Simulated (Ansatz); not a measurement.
Calculated with Ansatz (gas phase, PBE0-D4/def2-TZVP geometries, no zero-point term in ΔE). CBS: MP2 limit from def2 TZ/QZ plus the TZ coupled-cluster correction, frozen cores. def2 core potentials past Kr. For Sn outer-core shells are correlated without core-valence functions, which leaves a few kJ/mol of doubt a bond. Each species was taken in one conformer, which may not be the lowest.

Consider the redistribution: `[SH][Sn]([SH])([SH])[SH]` + `[OH][AlH][SH]` → `[SH][SnH]([SH])[SH]` + `[OH][Al]([SH])[SH]`.

`[SH][Sn]([SH])([SH])[SH]`:

Z-matrix (Å, degrees):
```
Sn
S 1 2.387
S 1 2.397 2 112.6
S 1 2.393 2 111.3 3 -117.1
S 1 2.391 2 103.6 3 121.2
H 2 1.344 1 92.1 3 35.9
H 3 1.344 1 92.3 2 83.5
H 4 1.345 1 91.8 2 151.7
H 5 1.344 1 92.2 2 154.3
```

`[OH][AlH][SH]`:

Z-matrix (Å, degrees):
```
Al
S 1 2.186
O 1 1.690 2 122.3
H 1 1.569 2 119.3 3 -179.9
H 2 1.344 1 94.2 3 -0.1
H 3 0.955 1 126.2 2 0.1
```

`[SH][SnH]([SH])[SH]`:

```xyz
8

S     0.268    1.707   -1.426
Sn    0.388    0.358    0.554
S     1.493   -1.697   -0.003
S    -1.846   -0.137    1.273
H    -1.040    1.434   -1.573
H     1.234    1.171    1.786
H     1.302   -1.483   -1.316
H    -1.798   -1.354    0.706
```

`[OH][Al]([SH])[SH]`:

Cartesian coordinates in Å:
```
O 1.580 -1.241 -0.448
Al 0.279 -0.214 -0.144
S -0.649 0.673 -1.897
S -0.375 0.153 1.905
H 2.086 -1.702 0.217
H -1.555 1.348 -1.170
H -1.366 0.983 1.537
```

```csv
species,CCSD(T)/CBS(def2) energy (Eh)
`[SH][Sn]([SH])([SH])[SH]`,-1807.65495
`[OH][AlH][SH]`,-716.86665
`[SH][SnH]([SH])[SH]`,-1409.83818
`[OH][Al]([SH])[SH]`,-1114.69923
```

(1) Work out ΔE.

Largest T1 diagnostic among the species: 0.012.

## Answers

(1) ΔE = (-1409.83818) + (-1114.69923) − (-1807.65495) − (-716.86665) = -0.01581 Eh = -0.43 eV.

From PBE to PBE0 (25 % exact exchange), in def2-TZVPP and without D4, ΔE moves by −0.04 eV. Leaving LDA and LC-ωPBE aside and taking each functional with its dispersion term where it has one, the values, not all of them listed here, spread over 0.14 eV, from r2SCAN0-D4 to BLYP-D4. LDA lies −0.04 eV from PBE without D4.
